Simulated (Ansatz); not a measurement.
**Abstraction of F: SiH(SiH3)F2 + C2HF2Si → SiH(SiH3)F + C2HF3Si**

Gas-phase species: SiH(SiH3)F2, singlet; C2HF2Si `C#C[Si](F)F`, doublet; SiH(SiH3)F, doublet; C2HF3Si `C#C[Si](F)(F)F`, singlet. A radical takes F: the energy is the difference in strength between two Si–F bonds in different surroundings.

Shapes, held fixed at every level: PBE0-D4/def2-TZVP. Programs: Ansatz 0.2.0. The zero-point and thermal change to 298 K, harmonic and unscaled (PBE0-D4/def2-TZVP), is -0.8 kJ/mol.

```
                level                    kind  ΔH(298 K) (kJ/mol)  less CCSD(T)/CBS estimate
         MP2/def2-SVP     perturbation theory               -44.6                       -3.6
     SPW92/def2-TZVPP                     LDA               -37.2                       +3.8
r2SCAN0-D4/def2-TZVPP           global hybrid               -40.8                       +0.2
   wB97X-V/def2-TZVPP  range-separated hybrid               -37.5                       +3.5
    B2PLYP/def2-TZVPP           double hybrid               -37.1                       +3.9
     CCSD(T)/def2-SVP   coupled cluster or CI               -42.7                       -1.7
        CCSD/def2-SVP   coupled cluster or CI               -43.3                       -2.3
 CCSD(T)/CBS estimate   coupled cluster or CI               -41.0                        0.0
```

The highest level, CCSD(T)/CBS estimate, gives ΔH(298 K) = -41.0 kJ/mol; the levels span -44.6 to -37.1. The column of differences is taken from that level and isn't an error. No measured value is set beside it here. Open shells run unrestricted. The CBS estimate extrapolates MP2 from def2-TZVPP and def2-QZVPP and adds CCSD(T) − MP2 in the triple-zeta set, cores frozen.
